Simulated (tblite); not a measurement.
A geometry optimisation, step by step.

Species: C6H12Ge2.
Atom-mapped SMILES: `[CH:1]#[C:2][C@@H:3]([CH3:4])/[CH:5]=[CH:6]\[GeH2:7][GeH3:8]` (hydrogens: H9 on C1; H10 on C3; H11, H12, H13 on C4; H14 on C5; H15 on C6; H16, H17 on Ge7; H18, H19, H20 on Ge8)

Computed with GFN2-xTB (tblite), gas phase: L-BFGS steps from a force-field or distance-geometry start until the largest atomic force falls under 0.01 eV/Å. 4 of its 108 geometries are shown.

Step 0: E = -617.7220 eV, largest atomic force 1.093 eV/Å
```
atom  x, y, z in Å  |  force x, y, z in eV/Å
C1      0.011    2.739    0.285   -0.337  -0.712  -0.179
C2     -0.511    1.676    0.051    0.418   0.383   0.202
C3     -1.115    0.363   -0.208   -0.482   0.453  -0.195
C4     -2.635    0.540   -0.392   -0.602  -0.475   0.533
C5     -0.518   -0.218   -1.458    0.890  -0.491  -0.402
C6      0.454   -1.141   -1.488   -0.786   0.400   0.098
Ge7     1.244   -1.949    0.080    0.275  -0.133   0.637
Ge8     2.380   -0.300    1.407   -0.218  -0.137  -0.035
H9      0.455    3.677    0.485   -0.145  -0.241  -0.071
H10    -0.962   -0.292    0.670    0.220   0.111  -0.302
H11    -3.086    0.943    0.544    0.305  -0.211  -0.690
H12    -3.107   -0.458   -0.584    0.384   0.840   0.064
H13    -2.871    1.220   -1.217    0.109  -0.214   0.216
H14    -0.845    0.181   -2.423   -0.167   0.117   0.460
H15     0.836   -1.462   -2.445   -0.011   0.022  -0.132
H16     0.139   -2.639    0.941    0.438   0.057  -0.390
H17     2.274   -3.014   -0.367   -0.489   0.147   0.091
H18     3.303   -1.017    2.420   -0.220   0.514  -0.282
H19     3.211    0.613    0.480   -0.224  -0.219   0.563
H20     1.339    0.549    2.180    0.642  -0.211  -0.189
```

Step 36: E = -617.9624 eV, largest atomic force 0.040 eV/Å
```
atom  x, y, z in Å  |  force x, y, z in eV/Å
C1      0.029    2.696    0.230   -0.001  -0.003  -0.003
C2     -0.504    1.646    0.015    0.011  -0.021   0.013
C3     -1.136    0.363   -0.257    0.002   0.027   0.024
C4     -2.652    0.525   -0.382   -0.009   0.003   0.004
C5     -0.532   -0.208   -1.508   -0.004   0.023   0.019
C6      0.414   -1.136   -1.505   -0.020   0.021  -0.015
Ge7     1.229   -1.896    0.099    0.000  -0.038   0.014
Ge8     2.377   -0.319    1.460    0.015   0.019   0.008
H9      0.481    3.624    0.428   -0.013  -0.032  -0.016
H10    -0.910   -0.313    0.582   -0.010   0.023   0.005
H11    -3.069    0.925    0.539    0.003   0.013   0.022
H12    -3.114   -0.438   -0.585    0.002  -0.025  -0.009
H13    -2.896    1.208   -1.193    0.002   0.017  -0.025
H14    -0.909    0.215   -2.433    0.011  -0.020  -0.007
H15     0.812   -1.473   -2.453    0.008  -0.009  -0.021
H16     0.189   -2.642    0.910    0.008   0.004  -0.019
H17     2.159   -2.986   -0.377    0.005  -0.012   0.003
H18     3.366   -0.952    2.398   -0.008   0.009  -0.009
H19     3.177    0.663    0.660   -0.007   0.009   0.012
H20     1.482    0.507    2.333    0.007  -0.009   0.002
```

Step 71: E = -617.9659 eV, largest atomic force 0.030 eV/Å
```
atom  x, y, z in Å  |  force x, y, z in eV/Å
C1      0.073    2.662    0.188    0.004  -0.003   0.003
C2     -0.484    1.617    0.014   -0.019   0.009  -0.002
C3     -1.152    0.352   -0.248    0.010   0.008  -0.002
C4     -2.663    0.552   -0.386    0.001  -0.004   0.009
C5     -0.551   -0.226   -1.498    0.004  -0.002  -0.005
C6      0.414   -1.133   -1.502    0.002  -0.004  -0.004
Ge7     1.255   -1.891    0.093   -0.020  -0.022   0.001
Ge8     2.366   -0.311    1.483    0.013  -0.005  -0.004
H9      0.549    3.583    0.353   -0.001  -0.014   0.008
H10    -0.948   -0.326    0.594   -0.004   0.003  -0.004
H11    -3.076    0.966    0.530   -0.003   0.008   0.006
H12    -3.147   -0.402   -0.589    0.003  -0.007   0.002
H13    -2.885    1.236   -1.204    0.016   0.006   0.004
H14    -0.941    0.183   -2.425    0.006  -0.005  -0.003
H15     0.812   -1.460   -2.454   -0.003  -0.015  -0.002
H16     0.225   -2.656    0.899    0.007   0.006  -0.020
H17     2.194   -2.969   -0.396   -0.002   0.016   0.011
H18     3.438   -0.927    2.336    0.004   0.004  -0.007
H19     3.053    0.779    0.721   -0.003   0.008   0.002
H20     1.460    0.383    2.451   -0.014   0.013   0.006
```

Step 107: E = -617.9683 eV, largest atomic force 0.009 eV/Å
```
atom  x, y, z in Å  |  force x, y, z in eV/Å
C1      0.117    2.631    0.217    0.008   0.005   0.001
C2     -0.454    1.597    0.018   -0.001  -0.007   0.000
C3     -1.140    0.344   -0.254    0.000   0.005   0.001
C4     -2.647    0.573   -0.387   -0.004  -0.003   0.004
C5     -0.555   -0.248   -1.506   -0.002  -0.002  -0.003
C6      0.402   -1.164   -1.509   -0.002   0.004  -0.002
Ge7     1.256   -1.895    0.090    0.004  -0.001   0.002
Ge8     2.321   -0.279    1.477    0.002  -0.003  -0.003
H9      0.605    3.542    0.401   -0.002  -0.004   0.000
H10    -0.947   -0.340    0.587   -0.004  -0.003  -0.001
H11    -3.048    1.000    0.530    0.000  -0.003   0.000
H12    -3.150   -0.371   -0.587   -0.001   0.004   0.001
H13    -2.853    1.261   -1.205   -0.001   0.002  -0.001
H14    -0.954    0.151   -2.432    0.001   0.001  -0.001
H15     0.783   -1.511   -2.462    0.001  -0.001  -0.001
H16     0.240   -2.690    0.885    0.000   0.000   0.000
H17     2.231   -2.944   -0.390   -0.001   0.001   0.005
H18     3.455   -0.854    2.277    0.002   0.003   0.002
H19     2.921    0.861    0.717    0.004   0.002  -0.003
H20     1.413    0.347    2.491   -0.005   0.000   0.001
```

Question: Summarise the path.

Answer: The energy falls by 5.68 kcal/mol from step 0 to step 107; nine tenths of that is first reached at step 9. It falls at every step. The largest force goes from 1.093 to 0.009 eV/Å. Among the bonds Ge8–H20 changes most, from 1.550 to 1.498 Å; the atoms move by 0.172 Å rms after alignment.

The cost below is that of the whole relaxation. Hardware: an Arm Neoverse N1 with one thread, no GPU, on a shared host. Cost: 1.6 s.
